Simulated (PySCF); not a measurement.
HCl$_{2}$Ge, doublet, at a GFN2-xTB geometry; PBE0/STO-3G run with PySCF.

Here is a job for PySCF.
```python
from pyscf import gto, scf, dft

mol = gto.Mole()
mol.atom = '''
    Cl   -0.52382962   -1.71635521   -0.35222265
    Ge    0.50980526    0.01171883    0.42282189
    Cl   -0.54790634    1.69400340   -0.41771353
    H     1.90574293    0.00497817   -0.44138541
'''
mol.basis = 'sto-3g'
mol.spin = 1
mol.verbose = 4
mol.build()

mf = dft.UKS(mol)
mf.xc = 'pbe0'
mf.grids.atom_grid = (99, 590)
mf.grids.prune = None
mf.kernel()
```

Output, abridged:

```
PySCF version 2.14.0

[INPUT] verbose = 4
[INPUT] num. atoms = 4
[INPUT] num. electrons = 67
[INPUT] charge = 0
[INPUT] spin (= nelec alpha-beta = 2S) = 1
[INPUT] symmetry False subgroup None
[INPUT] Mole.unit = angstrom
[INPUT] Symbol           X                Y                Z      unit          X                Y                Z       unit  Magmom
[INPUT]  1 Cl    -0.523829620000  -1.716355210000  -0.352222650000 AA   -0.989894517735  -3.243441279370  -0.665604343369 Bohr   0.0
[INPUT]  2 Ge     0.509805260000   0.011718830000   0.422821890000 AA    0.963392318263   0.022145379200   0.799017571571 Bohr   0.0
[INPUT]  3 Cl    -0.547906340000   1.694003400000  -0.417713530000 AA   -1.035392924513   3.201202480082  -0.789364170225 Bohr   0.0
[INPUT]  4 H      1.905742930000   0.004978170000  -0.441385410000 AA    3.601332201526   0.009407377902  -0.834097540279 Bohr   0.0

nuclear repulsion = 328.030159385221
number of shells = 19
number of NR pGTOs = 111
number of NR cGTOs = 37
basis = sto-3g
ecp = {}

******** <class 'pyscf.dft.uks.UKS'> ********
method = UKS
initial guess = minao
damping factor = 0
level_shift factor = 0
DIIS = <class 'pyscf.scf.diis.CDIIS'>
diis_start_cycle = 1
diis_space = 8
diis_damp = 0
SCF conv_tol = 1e-09
SCF conv_tol_grad = None
SCF max_cycles = 50
direct_scf = True
direct_scf_tol = 1e-13
number electrons alpha = 34  beta = 33
XC library pyscf.dft.libxc version 7.1.2
    S. Lehtola, C. Steigemann, M. J. T. Oliveira, and M. A. L. Marques,  SoftwareX 7, 1–5 (2018)
XC functionals = pbe0
    C. Adamo and V. Barone,  J. Chem. Phys. 110, 6158 (1999)
    M. Ernzerhof and G. E. Scuseria,  J. Chem. Phys. 110, 5029 (1999)
radial grids:
    Treutler-Ahlrichs [JCP 102, 346 (1995); DOI:10.1063/1.469408] (M4) radial grids

becke partition: Becke, JCP 88, 2547 (1988); DOI:10.1063/1.454033
pruning grids: None
grids dens level: 3
symmetrized grids: False
atomic radii adjust function: <function treutler_atomic_radii_adjust>
User specified grid scheme (99, 590)
small_rho_cutoff = 0
Set gradient conv threshold to 3.16228e-05
tot grids = 233640
init E= -2960.68798732397

cycle= 1 E= -2963.55216062947  delta_E= -2.86  |g|= 0.201  |ddm|= 1.79
cycle= 2 E= -2963.57957169129  delta_E= -0.0274  |g|= 0.0864  |ddm|= 0.644
cycle= 3 E= -2963.5863032659  delta_E= -0.00673  |g|= 0.017  |ddm|= 0.222
cycle= 4 E= -2963.58662781008  delta_E= -0.000325  |g|= 0.00521  |ddm|= 0.0499
cycle= 5 E= -2963.58666390192  delta_E= -3.61e-05  |g|= 0.00102  |ddm|= 0.0159
cycle= 6 E= -2963.58666796283  delta_E= -4.06e-06  |g|= 0.000305  |ddm|= 0.00703
cycle= 7 E= -2963.58666863877  delta_E= -6.76e-07  |g|= 0.000101  |ddm|= 0.0035
cycle= 8 E= -2963.58666870012  delta_E= -6.13e-08  |g|= 2.04e-05  |ddm|= 0.00115
cycle= 9 E= -2963.58666870295  delta_E= -2.83e-09  |g|= 4.76e-06  |ddm|= 0.000229
cycle= 10 E= -2963.58666870312  delta_E= -1.77e-10  |g|= 9.7e-07  |ddm|= 6.37e-05
Extra cycle  E= -2963.58666870312  delta_E= -4.55e-13  |g|= 4.74e-07  |ddm|= 6.17e-06
converged SCF energy = -2963.58666870312  <S^2> = 0.75191879  2S+1 = 2.0019179
```
